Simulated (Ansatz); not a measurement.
These are PBE0-D4/def2-SVP in Ansatz (an electronic-structure program) values and carry that method's errors. No frequencies were computed at this level.

Ansatz 0.2 input:
```yaml
crystal:
  periodic: [false, false, false]
  atoms:
    - { symbol: In, position_ang: [-0.244204, -0.026174, -0.004654] }
    - { symbol: F, position_ang: [-1.84355, -0.700367, -0.913256] }
    - { symbol: F, position_ang: [0.303365, 1.823025, -0.376271] }
    - { symbol: F, position_ang: [0.375892, -0.786857, 1.707741] }
    - { symbol: C, position_ang: [2.644762, 0.064343, -1.523855] }
    - { symbol: O, position_ang: [1.861134, -0.72834, -0.633816] }
    - { symbol: H, position_ang: [2.68244, 1.109625, -1.208395] }
    - { symbol: H, position_ang: [2.170808, 0.007102, -2.50372] }
    - { symbol: H, position_ang: [3.654444, -0.351398, -1.578787] }
    - { symbol: H, position_ang: [2.252199, -0.692372, 0.252069] }
basis:
  gaussian: { orbitals: def2-svp }
hamiltonian:
  xc: pbe0
  dispersion: d4
relax:
  max_steps: 150
```

Output:

```
Functional definition: PBE0
1309 factors; integrals over basis functions are off by at most 3.1e-4 eV
mean field evaluation 1: about -16447.2023 eV, gradient 7.0e1 eV
mean field evaluation 2: about -16432.7812 eV, gradient 1.2e2 eV
mean field evaluation 4: about -16455.6398 eV, gradient 4.1e0 eV
mean field evaluation 8: about -16455.7276 eV, gradient 1.2e-1 eV
mean field evaluation 16: about -16455.7276 eV, gradient 7.3e-6 eV
mean field -16455.72762447 eV, -604.7368361064 hartree, gradient 9.7e-6 eV, S^2 0.000000; 0 other end points of the search recorded, 0 dependent functions left out
reference -16455.72766764 eV, -604.7368376931 hartree; 33, 33 occupied and 83, 83 virtual orbitals, 1309 factors
relax step   1: F+E_penalty+E_count = -16455.87518722 eV  Δ(F+E_penalty+E_count) = +0.000e0 eV  max|allowed force component| = 4.090e-1 eV/Å  Δτ_max = 0.0000 Å  (28 SCF iters, accepted)
these checks for a lower state are left out or cut short: starts, cluster_reference, orbital_swaps, neighbouring_geometries, increment
1309 factors; integrals over basis functions are off by at most 3.2e-4 eV
mean field -16455.78062775 eV, -604.7387839411 hartree, gradient 2.1e-5 eV, S^2 0.000000; 0 other end points of the search recorded, 0 dependent functions left out
reference -16455.78067078 eV, -604.7387855224 hartree; 33, 33 occupied and 83, 83 virtual orbitals, 1309 factors
relax step   2: F+E_penalty+E_count = -16455.93003396 eV  Δ(F+E_penalty+E_count) = -5.485e-2 eV  max|allowed force component| = 2.582e-1 eV/Å  Δτ_max = 0.1414 Å  (30 SCF iters, accepted)
these checks for a lower state are left out or cut short: starts, cluster_reference, orbital_swaps, neighbouring_geometries, increment
1309 factors; integrals over basis functions are off by at most 3.2e-4 eV
mean field -16455.79453353 eV, -604.7392949692 hartree, gradient 2.1e-5 eV, S^2 0.000000; 0 other end points of the search recorded, 0 dependent functions left out
reference -16455.79457652 eV, -604.7392965488 hartree; 33, 33 occupied and 83, 83 virtual orbitals, 1309 factors
relax step   3: F+E_penalty+E_count = -16455.94405221 eV  Δ(F+E_penalty+E_count) = -1.402e-2 eV  max|allowed force component| = 4.697e-1 eV/Å  Δτ_max = 0.1642 Å  (30 SCF iters, accepted)
these checks for a lower state are left out or cut short: starts, cluster_reference, orbital_swaps, neighbouring_geometries, increment
1309 factors; integrals over basis functions are off by at most 3.1e-4 eV
mean field evaluation 32: about -16455.6652 eV, gradient 4.8e0 eV
mean field -16455.79039361 eV, -604.7391428299 hartree, gradient 1.7e-5 eV, S^2 0.000000; 0 other end points of the search recorded, 0 dependent functions left out
reference -16455.79043659 eV, -604.7391444093 hartree; 33, 33 occupied and 83, 83 virtual orbitals, 1309 factors
relax step   4: F+E_penalty+E_count = -16455.93941442 eV  Δ(F+E_penalty+E_count) = +4.638e-3 eV  max|allowed force component| = 4.961e-1 eV/Å  Δτ_max = 0.1093 Å  (30 SCF iters, rejected (line search))
these checks for a lower state are left out or cut short: starts, cluster_reference, orbital_swaps, neighbouring_geometries, increment
1309 factors; integrals over basis functions are off by at most 3.1e-4 eV
mean field -16455.80028914 eV, -604.7395064839 hartree, gradient 1.6e-5 eV, S^2 0.000000; 0 other end points of the search recorded, 0 dependent functions left out
reference -16455.80033215 eV, -604.7395080645 hartree; 33, 33 occupied and 83, 83 virtual orbitals, 1309 factors
relax step   5: F+E_penalty+E_count = -16455.94976685 eV  Δ(F+E_penalty+E_count) = -5.715e-3 eV  max|allowed force component| = 9.893e-2 eV/Å  Δτ_max = 0.0521 Å  (31 SCF iters, accepted)
these checks for a lower state are left out or cut short: starts, cluster_reference, orbital_swaps, neighbouring_geometries, increment
1309 factors; integrals over basis functions are off by at most 3.1e-4 eV
mean field -16455.80139844 eV, -604.7395472500 hartree, gradient 1.6e-5 eV, S^2 0.000000; 0 other end points of the search recorded, 0 dependent functions left out
reference -16455.80144142 eV, -604.7395488293 hartree; 33, 33 occupied and 83, 83 virtual orbitals, 1309 factors
relax step   6: F+E_penalty+E_count = -16455.95082896 eV  Δ(F+E_penalty+E_count) = -1.062e-3 eV  max|allowed force component| = 6.555e-2 eV/Å  Δτ_max = 0.0338 Å  (31 SCF iters, accepted)
these checks for a lower state are left out or cut short: starts, cluster_reference, orbital_swaps, neighbouring_geometries, increment
1309 factors; integrals over basis functions are off by at most 3.1e-4 eV
mean field -16455.80226763 eV, -604.7395791921 hartree, gradient 1.6e-5 eV, S^2 0.000000; 0 other end points of the search recorded, 0 dependent functions left out
reference -16455.80231062 eV, -604.7395807720 hartree; 33, 33 occupied and 83, 83 virtual orbitals, 1309 factors
relax step   7: F+E_penalty+E_count = -16455.95163415 eV  Δ(F+E_penalty+E_count) = -8.052e-4 eV  max|allowed force component| = 4.258e-2 eV/Å  Δτ_max = 0.0298 Å  (31 SCF iters, accepted)
these checks for a lower state are left out or cut short: starts, cluster_reference, orbital_swaps, neighbouring_geometries, increment
1309 factors; integrals over basis functions are off by at most 3.1e-4 eV
mean field evaluation 64: about -16455.8026 eV, gradient 6.6e-4 eV
mean field -16455.80259419 eV, -604.7395911930 hartree, gradient 1.6e-5 eV, S^2 0.000000; 0 other end points of the search recorded, 0 dependent functions left out
reference -16455.80263715 eV, -604.7395927715 hartree; 33, 33 occupied and 83, 83 virtual orbitals, 1309 factors
relax step   8: F+E_penalty+E_count = -16455.95210265 eV  Δ(F+E_penalty+E_count) = -4.685e-4 eV  max|allowed force component| = 4.868e-2 eV/Å  Δτ_max = 0.0562 Å  (31 SCF iters, accepted)
these checks for a lower state are left out or cut short: starts, cluster_reference, orbital_swaps, neighbouring_geometries, increment
1309 factors; integrals over basis functions are off by at most 3.1e-4 eV
mean field -16455.80284797 eV, -604.7396005191 hartree, gradient 1.6e-5 eV, S^2 0.000000; 0 other end points of the search recorded, 0 dependent functions left out
reference -16455.80289098 eV, -604.7396020996 hartree; 33, 33 occupied and 83, 83 virtual orbitals, 1309 factors
relax step   9: F+E_penalty+E_count = -16455.95224074 eV  Δ(F+E_penalty+E_count) = -1.381e-4 eV  max|allowed force component| = 2.418e-2 eV/Å  Δτ_max = 0.0111 Å  (32 SCF iters, accepted)
these checks for a lower state are left out or cut short: starts, cluster_reference, orbital_swaps, neighbouring_geometries, increment
1309 factors; integrals over basis functions are off by at most 3.1e-4 eV
mean field -16455.80286220 eV, -604.7396010420 hartree, gradient 1.6e-5 eV, S^2 0.000000; 0 other end points of the search recorded, 0 dependent functions left out
reference -16455.80290518 eV, -604.7396026216 hartree; 33, 33 occupied and 83, 83 virtual orbitals, 1309 factors
relax step  10: F+E_penalty+E_count = -16455.95236665 eV  Δ(F+E_penalty+E_count) = -1.259e-4 eV  max|allowed force component| = 1.427e-2 eV/Å  Δτ_max = 0.0194 Å  (31 SCF iters, accepted)
these checks for a lower state are left out or cut short: starts, cluster_reference, orbital_swaps, neighbouring_geometries, increment
1309 factors; integrals over basis functions are off by at most 3.1e-4 eV
mean field -16455.80290451 eV, -604.7396025968 hartree, gradient 1.8e-5 eV, S^2 0.000000; 0 other end points of the search recorded, 0 dependent functions left out
reference -16455.80294749 eV, -604.7396041765 hartree; 33, 33 occupied and 83, 83 virtual orbitals, 1309 factors
relax step  11: F+E_penalty+E_count = -16455.95239969 eV  Δ(F+E_penalty+E_count) = -3.304e-5 eV  max|allowed force component| = 7.475e-3 eV/Å  Δτ_max = 0.0025 Å  (24 SCF iters, accepted)
1309 factors; integrals over basis functions are off by at most 3.1e-4 eV
mean field evaluation 96: about -16455.8029 eV, gradient 9.9e-2 eV
mean field -16455.80290451 eV, -604.7396025968 hartree, gradient 1.8e-5 eV, S^2 0.000000; 1 other end points of the search recorded, 0 dependent functions left out
reference -16455.80294749 eV, -604.7396041765 hartree; 33, 33 occupied and 83, 83 virtual orbitals, 1309 factors
Total energy: -16455.95244268 eV, -604.7450980233 hartree
Atom 0 at    -0.231038     0.055204    -0.022728 Å, force     0.000778     0.000751     0.000846 eV/Å
Atom 1 at    -1.762454    -0.870280    -0.775570 Å, force    -0.000056    -0.000463    -0.000564 eV/Å
Atom 2 at     0.182644     1.895024    -0.532650 Å, force    -0.000687    -0.000815     0.000603 eV/Å
Atom 3 at     0.598311    -0.583296     1.648075 Å, force    -0.000173     0.000286    -0.000838 eV/Å
Atom 4 at     2.649844     0.081005    -1.466824 Å, force    -0.007475     0.006196    -0.000150 eV/Å
Atom 5 at     1.734200    -0.758825    -0.762628 Å, force     0.005761    -0.003103     0.001460 eV/Å
Atom 6 at     2.726759     1.071961    -0.996045 Å, force     0.003795     0.001018    -0.002924 eV/Å
Atom 7 at     2.258431     0.201976    -2.484089 Å, force     0.002149     0.000766    -0.000583 eV/Å
Atom 8 at     3.634976    -0.404000    -1.518993 Å, force    -0.003706    -0.004043     0.003468 eV/Å
Atom 9 at     2.065617    -0.970181     0.128508 Å, force    -0.000387    -0.000593    -0.001318 eV/Å
Dipole moment:     0.827521    -0.086648    -0.259721 e Å
```

Cost: very roughly 70 core-seconds.
